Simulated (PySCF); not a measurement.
## Indirect couplings

Molfile (atoms numbered from 1):
```
C5H10Se
     RDKit          3D

 16 15  0  0  0  0  0  0  0  0999 V2000
    0.6238    1.1867    0.8426 C   0  0  0  0  0  0  0  0  0  0  0  0
    0.0629    0.0311    0.0238 C   0  0  0  0  0  0  0  0  0  0  0  0
   -0.8185   -0.8673    0.9085 C   0  0  0  0  0  0  0  0  0  0  0  0
   -0.7786    0.5698   -1.1470 C   0  0  0  0  0  0  0  0  0  0  0  0
    1.1254   -0.8490   -0.5733 C   0  0  0  0  0  0  0  0  0  0  0  0
    2.8683   -0.6984   -0.4638 Se  0  0  0  0  0  2  0  0  0  0  0  0
   -0.1993    1.7933    1.2507 H   0  0  0  0  0  0  0  0  0  0  0  0
    1.2656    1.8348    0.2281 H   0  0  0  0  0  0  0  0  0  0  0  0
    1.2365    0.8201    1.6793 H   0  0  0  0  0  0  0  0  0  0  0  0
   -1.2428   -1.7076    0.3370 H   0  0  0  0  0  0  0  0  0  0  0  0
   -0.2413   -1.2802    1.7494 H   0  0  0  0  0  0  0  0  0  0  0  0
   -1.6550   -0.2811    1.3203 H   0  0  0  0  0  0  0  0  0  0  0  0
   -0.1723    1.2098   -1.8055 H   0  0  0  0  0  0  0  0  0  0  0  0
   -1.6165    1.1701   -0.7590 H   0  0  0  0  0  0  0  0  0  0  0  0
   -1.1995   -0.2474   -1.7534 H   0  0  0  0  0  0  0  0  0  0  0  0
    0.7144   -1.6915   -1.1527 H   0  0  0  0  0  0  0  0  0  0  0  0
  1  2  1  0
  2  3  1  0
  2  4  1  0
  2  5  1  0
  5  6  2  0
  1  7  1  0
  1  8  1  0
  1  9  1  0
  3 10  1  0
  3 11  1  0
  3 12  1  0
  4 13  1  0
  4 14  1  0
  4 15  1  0
  5 16  1  0
M  END
```

Method: B3LYP/pcJ-1 (pcSseg-1 on Se) (without the spin–dipole term)//PBE0-D3(BJ)/def2-SVP, PySCF 2.14; isolated molecule, single conformer, non-relativistic. Couplings are averaged over pairs made equivalent by symmetry, fast rotation or ring inversion, so a value needn't be that of the named pair in this geometry, while other rotamers aren't included; one pair stands for each set, and the list holds those of at least 1.5 Hz over up to four bonds.

Isotopes: 13C, 1H.

```tsv
pair	bonds	J (Hz)
C1, C2	1	36.7
C1, H7	1	134.9
C2, C5	1	?
C5, H16	1	172.9
C2, H7	2	?
C2, H16	2	5.7
H7, H8	2	?
C1, H10	3	5.0
C1, H16	3	4.1
C5, H7	3	5.5
```

Q: Estimate the withheld couplings, with signs.

A: 
- 1J(C2,C5) = 37.5 Hz (bond length 1.503 Å)
- 2J(C2,H7) = -2.9 Hz
- 2J(H7,H8) = -13.5 Hz

Relativistic effects of the heavier atoms present are left out.
